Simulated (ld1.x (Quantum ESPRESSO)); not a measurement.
**Mn, TM: configuration errors across variants**

| Item | Value |
| --- | --- |
| Element | manganese (Mn) |
| Generator | ld1.x (Quantum ESPRESSO) 7.5 |
| Type | norm-conserving Troullier–Martins (Kleinman–Bylander form) |
| Functional | LDA (PZ) |
| Relativity | scalar-relativistic |
| Frozen core | [Ar] |
| Valence charge | 7 |
| Reference configuration | 3d5 4s2 4p0 |
| Partial waves | 4s (bound): rc 2.10 bohr; 4p (bound, empty): rc 1.10 bohr; 3d (bound): rc 1.35 bohr |
| Local potential | the d channel |
| Core correction | none |

All-electron excitation energies from the reference (eV): (1) 3d5 4s1 4p0 8.654; (2) 3d5 4s0 4p0 24.531; (3) 3d4 4s0 4p0 57.342; (4) 3d5.5 4s1.5 4p0 -0.505; (5) 3d3 4s0 4p0 108.382; (6) 3d5 4s2 4p0 spin -5.054; (7) 3d5 4s1 4p0 spin 2.545.

Spin tests fill each open shell by Hund’s rule, majority spin first.

For the base: The 4p radius (1.10 bohr) lies inside the outermost node of the all-electron wave (1.16 bohr), which a nodeless pseudo-wave cannot match soundly.

Tests that are not counted but printed errors over 1 eV. “base”: 3d5 4s0 4p2 (solver errors, printed error -325 eV); 3d5 4s0 4p1 (solver errors, printed error -2.9 eV). “wave 4s (bound): rc 2.10 bohr becomes 4s (bound): rc 1.60 bohr”: 3d5 4s0 4p2 (solver errors, printed error -324 eV); 3d5 4s0 4p1 (solver errors, printed error -2.9 eV). “wave 4s (bound): rc 2.10 bohr becomes 4s (bound): rc 2.06 bohr”: 3d5 4s0 4p2 (solver errors, printed error -325 eV); 3d5 4s0 4p1 (solver errors, printed error -2.9 eV). “wave 4s (bound): rc 2.10 bohr becomes 4s (bound): rc 2.26 bohr”: 3d5 4s0 4p2 (solver errors, printed error -325 eV); 3d5 4s0 4p1 (solver errors, printed error -2.9 eV). “wave 4s (bound): rc 2.10 bohr becomes 4s (bound): rc 2.60 bohr”: 3d5 4s0 4p2 (solver errors, printed error -325 eV); 3d5 4s0 4p1 (solver errors, printed error -2.9 eV).

A true bound ghost makes a file unfit for plane-wave use even where its test errors are small: the radial tests pick states by their node count and pass the ghost by. Where a test does run into it, the solver fails or the error is huge.

Errors AE − PS in meV (a dash: test not solved or not reliable):

```csv
change,(1),(2),(3),(4),(5),(6),(7),bound ghosts
base,+3.1,+27,+75,-29,-369,+7084,+7546,"s, p"
wave 4s (bound): rc 2.10 bohr becomes 4s (bound): rc 1.60 bohr,+8.3,+60,-37,-15,-697,+7067,+7612,"p, s"
wave 4s (bound): rc 2.10 bohr becomes 4s (bound): rc 2.06 bohr,+3.1,+27,+75,-29,-369,+7084,+7546,"s, p"
wave 4s (bound): rc 2.10 bohr becomes 4s (bound): rc 2.26 bohr,+2.9,+26,+85,-30,-346,+7086,+7541,"s, p"
wave 4s (bound): rc 2.10 bohr becomes 4s (bound): rc 2.60 bohr,+3.1,+25,+53,-28,-418,+7082,+7554,"s, p"
wave 4s (bound): rc 2.10 bohr becomes 4s (bound): rc 2.88 bohr,+3.1,+17,-22,-22,-581,+7078,+7580,"s, p"
wave 4s (bound): rc 2.10 bohr becomes 4s (bound): rc 3.10 bohr,+2.5,+2.0,-114,-15,-773,+7074,+7609,"s, p"
```

(1) Give the same row for: wave 4s (bound): rc 2.10 bohr becomes 4s (bound): rc 1.42 bohr.

Results:

(1) +14, +111, -73, -7.7, -870, +7075, +7617; bound ghosts: p, s. Not counted: 3d5 4s0 4p2 (solver errors, printed error -324 eV); 3d5 4s0 4p1 (solver errors, printed error -2.8 eV).
